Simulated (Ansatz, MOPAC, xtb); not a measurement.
Diatomic GaH+, multiplicity 2 (lowest of 2S+1 = 2, 4 at CCSD(T)/def2-TZVPP on PBE0 minima; our sources give no spin for the ground state, which may be another). No spin–orbit coupling. Ga is treated without relativity.

Constants: fifth-degree fit in 1/R to seven points, most abundant isotopes. In def2 and cc sets the state is the lowest found near the PBE0 minimum, followed along R.

Programs: Ansatz (Gaussian basis) for Hartree–Fock, density functionals and correlated methods; MOPAC for PM3 (differences of heats of formation); xtb for the GFN methods. Each number belongs to the level named beside it. The GFN methods have no spin term and hold the electronic entropy of 300 K.

| level | r_e (Å) | ω_e (cm⁻¹) | α_e (cm⁻¹) | B_e (cm⁻¹) |
|---|---|---|---|---|
| PM3 | 1.719 | 1716 | 0.36 | 5.74 |
| GFN1-xTB | 1.708 | 1205 | 0.34 | 5.82 |
| SVWN5/def2-TZVPP | 1.681 | 1274 | 0.42 | 6.01 |
| PBE/def2-TZVPP | 1.696 | 1206 | 0.50 | 5.90 |
| r2SCAN/def2-TZVPP | 1.658 | 1317 | 0.48 | 6.17 |
| B97M-V/def2-TZVPP | 1.668 | 1315 | 0.43 | 6.10 |
| B3LYP/def2-TZVPP | 1.689 | 1225 | 0.49 | 5.95 |
| PBE0/def2-TZVPP | 1.661 | 1338 | 0.46 | 6.15 |
| BHLYP/def2-TZVPP | 1.659 | 1337 | 0.47 | 6.16 |
| CAM-B3LYP/def2-TZVPP | 1.666 | 1300 | 0.48 | 6.12 |
| wB97X-V/def2-TZVPP | 1.639 | 1438 | 0.44 | 6.32 |
| wB97M-V/def2-TZVPP | 1.646 | 1383 | 0.47 | 6.27 |
| B2PLYP/def2-TZVPP | 1.658 | 1329 | 0.49 | 6.17 |
| CCSD/def2-TZVPP | 1.636 | 1432 | 0.45 | 6.34 |
| CCSD/def2-QZVPP | 1.628 | 1436 | 0.47 | 6.40 |
| CCSD(T)/def2-TZVPP | 1.638 | 1419 | 0.45 | 6.32 |
| CCSD(T)/def2-QZVPP | 1.633 | 1409 | 0.48 | 6.37 |
| CCSD(T)/CBS(def2-TZVPP, def2-QZVPP) | 1.634 | 1378 | 0.50 | 6.36 |

Correlated levels freeze the inner cores; with def2 sets outer-core shells near the valence are correlated too. CBS(a, b) extrapolates the correlation energy as X⁻³ and adds the Hartree–Fock energy of set b. The state that PM3 reach isn't checked.

Ansatz is a program for electronic structure.
